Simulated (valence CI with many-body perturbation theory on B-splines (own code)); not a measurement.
# Valence orbitals of Hg⁴⁰⁺

Level of theory: relativistic CI+MBPT: four valence electrons over a frozen Dirac-Fock core [Kr], a basis of 9 s, 9 p, 10 d, 8 f, 5 g, 3 h, 1 i functions for each j, with the one-electron correlation potential Σ1 (screened to all orders), the two-electron term Σ2, the three-electron term Σ3, Breit, model QED; selected single and double excitations, second order for the rest (own B-spline code, finite nucleus).

No measured spectrum was set against this ion. As an estimate, large intervals hold to a few tenths of a per cent, small ones and those within an open d or f shell to about a per cent. Only levels of the ground parity were solved; by the run's estimate the other parity begins above the list, which can be wrong where configurations are misplaced.

These are the spectroscopic orbitals of the CI (the correlating ones are not listed), shaped by the core and the other valence electrons. h is the expectation value of the core's Dirac-Fock operator, without the valence repulsion; Σ1 is computed up to l = 3 at one energy for each symmetry, that of its lowest orbital but kept below the first core excitation, so for empty shells it is not the orbital's own correlation shift; Breit and QED include the response of the core.

| Orbital | h (hartree) | Σ1 (cm⁻¹) | Breit (cm⁻¹) | QED (cm⁻¹) | ⟨r⟩ (bohr) |
| --- | --- | --- | --- | --- | --- |
| 5s1/2 | -53.707 | -11881 | 6882 | 5272 | 0.6416 |
| 6s1/2 | -35.021 | -4744 | 3638 | 2825 | 0.9817 |
| 7s1/2 | -24.673 | -2476 | 2114 | 1672 | 1.397 |
| 5p1/2 | -51.627 | -12058 | 10600 | 237 | 0.6474 |
| 6p1/2 | -33.897 | -4962 | 5737 | 135 | 0.9942 |
| 7p1/2 | -23.997 | -2630 | 3375 | 82.0 | 1.416 |
| 5p3/2 | -49.4 | -10453 | 5987 | 667 | 0.6789 |
| 6p3/2 | -32.711 | -4466 | 3297 | 371 | 1.032 |
| 7p3/2 | -23.289 | -2405 | 2171 | 224 | 1.461 |
| 4d3/2 | -77.638 | -23795 | 11316 | -1038 | 0.3762 |
| 5d3/2 | -46.141 | -11389 | 4916 | -370 | 0.6781 |
| 6d3/2 | -30.945 | -5213 | 2662 | -193 | 1.048 |
| 4d5/2 | -76.546 | -22854 | 6856 | -451 | 0.3828 |
| 5d5/2 | -45.66 | -11162 | 3046 | -126 | 0.6861 |
| 6d5/2 | -30.684 | -5092 | 1661 | -62.8 | 1.057 |
| 4f5/2 | -68.461 | -47420 | 3161 | -902 | 0.3526 |
| 5f5/2 | -42.224 | -11081 | 1511 | -328 | 0.6737 |
| 4f7/2 | -68.165 | -41586 | 473 | -682 | 0.3553 |
| 5f7/2 | -42.086 | -10709 | 379 | -232 | 0.6766 |
| 5g7/2 | -39.591 |  | -148 | -150 | 0.6310 |
| 5g9/2 | -39.545 |  | -424 | -112 | 0.6323 |

Among the shells of the start configuration 4d4, Σ1 is largest in size for 4d3/2, where it is 0.14 % of h.

Lowest root of each symmetry, sizes in configuration state functions:

```csv
J,Parity,Roots,Reference,Variational,Second order,Change by selected CI (cm⁻¹),Change by second order (cm⁻¹)
0,even,5,26,9340,40387,-6020,-2
1,even,4,44,17923,107501,-4926,-9
2,even,8,78,25767,164549,-6039,-17
3,even,6,77,24386,204486,-6361,-30
4,even,7,85,24985,216536,-6248,-33
5,even,2,63,22824,154315,-5955,-17
6,even,2,54,19366,179376,-6393,-14
```
